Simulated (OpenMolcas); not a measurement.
# Sb+: effect of the active space

* Program: OpenMolcas
* Method: CASSCF or its RAS form
* Basis: ANO-RCC-VQZP
* Scalar Hamiltonian: DKH2, point nucleus
* Spin-orbit coupling: state interaction with AMFI integrals over the reference wave functions, term energies averaged over their components

A. 2 electrons in 3 orbitals (5p); 2S+1 = 3 even, 3 roots; 2S+1 = 1 even, 6 roots; cost about 2.7 core-seconds
B. 4 electrons in 4 orbitals (5s 5p); 2S+1 = 3 even, 3 roots; 2S+1 = 1 even, 6 roots; 2S+1 = 5 odd, 1 root; 2S+1 = 3 odd, 9 roots; 2S+1 = 1 odd, 8 roots; cost roughly 15 core-seconds
C. 4 electrons in 8 orbitals (5s 5p 6s 6p); 2S+1 = 3 even, 3 roots; 2S+1 = 1 even, 6 roots; 2S+1 = 5 odd, 1 root; 2S+1 = 3 odd, 9 roots; 2S+1 = 1 odd, 8 roots; cost roughly 19 core-seconds
D. 2 electrons in 9 orbitals (RAS2 5p; RAS3 5d 6s, at most 1 electron); 2S+1 = 3 even, 3 roots; 2S+1 = 1 even, 6 roots; 2S+1 = 3 odd, 18 roots; 2S+1 = 1 odd, 18 roots; cost about 19 core-seconds
E. 4 electrons in 9 orbitals (RAS2 5s 5p; RAS3 5d, at most 2 electrons); 2S+1 = 3 even, 6 roots; 2S+1 = 1 even, 6 roots; 2S+1 = 5 odd, 1 root; 2S+1 = 3 odd, 8 roots; 2S+1 = 1 odd, 8 roots; cost roughly 30 core-seconds

Energies in cm-1 above 5s2 5p2 3P0, the measured ground level; measured values from NIST Handbook of Basic Atomic Spectroscopic Data.

| Level | A | B | C | D | E | Measured |
| --- | --- | --- | --- | --- | --- | --- |
| 5s2 5p2 3P0 | 0.0 | 0.0 | 0.0 | 0.0 | 0.0 | 0.0 |
| 5s2 5p2 3P1 | 2436 | 2611 | 2521 | 2436 | 2543 | 3055 |
| 5s2 5p2 3P2 | 5100 | 5246 | 5068 | 5100 | 5035 | 5658 |
| 5s2 5p2 1D2 | 14178 | 14361 | 13952 | 14178 | 12580 | 12790 |
| 5s2 5p2 1S0 | 28312 | 23358 | 22490 | 28311 | 24480 | 23906 |

Deviations, from unrounded energies. A percentage is the sum of absolute deviations over the sum of measured energies, with the sign that they share, or ± where signs differ.

```tsv
Against measurement	Levels	A	B	C	D	E
mean absolute deviation (cm-1)	4	1700	740	930	1700	480
fine structure of the ground term (%)	2	-13.5	-9.8	-12.9	-13.5	-13.0
other terms of the ground configuration (%)	2	+15.8	±5.8	±7.0	+15.8	±2.1
```

E lies closest to measurement on these levels and A furthest from it. The largest miss of E in the table is 5s2 5p2 3P2, by -620 cm-1. The ranking rests on the paired levels alone, and a cruder setting can come out closer through cancelling errors.

Among A to E the level of the table that moves most is 5s2 5p2 1S0, by 5800 cm-1 (lowest in C, highest in A).

With the s shell closed, the reference lacks s² → p² mixing (holds for A; D). The run also gave levels led by 5s2 5p 6s, which use shells meant for correlation; these and all levels above them are left out (holds for C). The run also gave levels led by 5s 5p2 5d, 5s2 5p 5d, which use shells meant for correlation; these and all levels above them are left out (holds for E). Computed and measured levels are paired by configuration, term and J; levels that our copy of the source lacks, or whose pairing is in doubt (as where it misses far off the trend of its configuration), stay unpaired and out of the deviations. Levels of configurations outside the active space are missing. Levels that lie high or do not pair safely by name in every column are left out.
